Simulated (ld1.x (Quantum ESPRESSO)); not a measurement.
# Ranking ultrasoft potentials for O (Z = 8)

All share these settings but for the change named:

oxygen, ultrasoft, made with ld1.x (Quantum ESPRESSO) 7.5 (PBEsol, scalar-relativistic). Core [He], reference 2s2 2p4. Waves: 2s (bound): rcut 0.65, rcutus 0.80 bohr; 2s channel at 1.95 Ry: rcut 0.65, rcutus 0.80 bohr; 2p (bound): rcut 0.70, rcutus 0.95 bohr; 2p channel at 0.4 Ry: rcut 0.70, rcutus 0.95 bohr. Local part: all-electron potential smoothed inside 0.90 bohr (lloc = -2). Core correction: Bessel-smoothed model core inside 0.80 bohr. Augmentation charge: built from norm-conserving waves at rcut, not smoothed further.

Test errors are all-electron minus pseudo excitation energies from the reference, over 2s2 2p3; 2s2 2p2; 2s2 2p1; 2s2 2p3.5; 2s1 2p4; 2s2 2p4.3; 2s0 2p6. None of these files shows a bound ghost.

The base gives 41.5 meV.

Of 6 variants that were run, those that failed, showed a ghost or another fault, or gave nearly equal values are left out.

A variant can come out equal or close to the base, since the largest error may sit in a test that the change hardly touches while other tests move.

(1) Rank these variants by their largest absolute test error, smallest first.
A. functional PBE
B. local potential all-electron potential smoothed inside 0.84 bohr (lloc = -2)
C. wave 2s channel at 1.95 Ry: rcut 0.65, rcutus 0.80 bohr becomes 2s channel at -1.43 Ry: rcut 0.65, rcutus 0.80 bohr

## Answers

(1) B (41.6 meV), C (51.3 meV), A (71.8 meV).
